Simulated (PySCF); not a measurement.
Structure problem from calculated spectra and properties.

Elements present: C, H, S and Si. Monoisotopic mass: 269.9878 u.

- Polarisability: 209.4 au [B3LYP/def2-SVPD]
- 13C NMR: chemical shifts (computed TMS as zero) by class: 8.8 (6 C) ppm [GIAO PBE0/pcSseg-1]
- 1H NMR: chemical shifts (computed TMS as zero) by class: 0.59 (18 H) ppm [GIAO PBE0/pcSseg-1]
- Triplet: lowest triplet excitation (Tamm–Dancoff): 5.33 eV [TDA B3LYP/def2-SVPD]
- Rotational structure: rotational constants A, B, C: 0.499, 0.477, 0.330 GHz [PBE0-D3(BJ)/def2-SVP]
- Dipole: 1.04 D [B3LYP/def2-SVPD]
- UV, strongest line: among the 10 lowest singlet transitions: S9 at 6.28 eV (197 nm, f = 0.067) [TDDFT B3LYP/def2-SVPD]

Electronic properties: PySCF, gas phase, density fitting. Levels stand in brackets. NMR shifts are as computed; neighbouring signals can stand in another order in a measured spectrum. The structure is a single PBE0-D3(BJ)/def2-SVP conformer in the gas phase; no vibrational or solvent corrections. NMR classes are plain means over equivalent atoms (diastereotopic ones count apart unless rotation or inversion swaps them), as if these changed places fast.

**Question.** Which formula fits the mass and the elements?

**Answer.** C6H18S3Si3 (calculated 269.9878). No other formula that holds each of these elements comes within 0.0003 u with a fitting electron parity and a possible valence count.

**Question.** Give a SMILES that accounts for the data.

**Answer.** Numbering: `[CH3:1][Si:2]1([CH3:3])[S:4][Si:5]([CH3:6])([CH3:7])[S:8][Si:9]([CH3:10])([CH3:11])[S:12]1`. Its formula, C6H18S3Si3, gives 1 degree of unsaturation: 1 ring and 0 π bonds in the structure found. 6 carbons fall into 1 class: Si-methyl carbon [C1/C3/C6/C7/C10/C11] (8.8 ppm, 6 C, up to 3.1 ppm apart in this geometry). All hydrogens form one class (0.59 ppm): methyl hydrogen. The optimised geometry has point group C2 and is an asymmetric top. Structure: `C[Si]1(C)S[Si](C)(C)S[Si](C)(C)S1`. The assignments are read from this structure; whether some other isomer fits the data as well wasn't checked.
